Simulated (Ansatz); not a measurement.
Input file for Ansatz (a program for electronic structure): R-wB97M-V/def2-TZVPP on HF (SMILES F).

Ansatz 0.2 input:
```yaml
crystal:
  periodic: [false, false, false]
  atoms:
    - {symbol: F, position_ang: [-0.00000000, 0.00000000, 0.46222970]}
    - {symbol: H, position_ang: [0.00000000, -0.00000000, -0.46222970]}
basis:
  gaussian:
    orbitals: def2-TZVPP
hamiltonian:
  xc: {name: wB97M-V}
scf: {lower_state_search: off}
```

Program output:

```
WARN ansatz: RAYON_NUM_THREADS=4 ignored (pool sized by the plan → 4); use --threads N
Functional definition: wB97M-V
these checks for a lower state are left out or cut short: stability, starts, cluster_reference, orbital_swaps, neighbouring_geometries, increment
integrals: 0.01 GiB planned
215 factors; their error is unknown
integrals: 0.04 GiB planned
48 factors; integrals over basis functions are off by at most 2.2e-5 eV
mean field: 0.11 GiB planned
mean field evaluation 1: about -2732.4074 eV, gradient 2.9e1 eV
mean field evaluation 2: about -2732.4198 eV, gradient 3.3e1 eV
mean field evaluation 4: about -2733.6664 eV, gradient 2.3e-1 eV
mean field evaluation 8: about -2733.6750 eV, gradient 8.5e-4 eV
mean field -2733.67501543 eV, -100.4607038656 hartree, gradient 9.6e-7 eV, S^2 0.000000; 0 other end points of the search recorded, 0 dependent functions left out
reference -2733.67503017 eV, -100.4607044074 hartree; 5, 5 occupied and 40, 40 virtual orbitals, 215 factors
Total energy: -2733.67503017 eV, -100.4607044074 hartree
Checks for a lower state left out: stability, starts, cluster_reference, orbital_swaps, neighbouring_geometries, increment
```

Self-consistency was reached.

Cost: about 0.4 core-seconds (a rough figure).
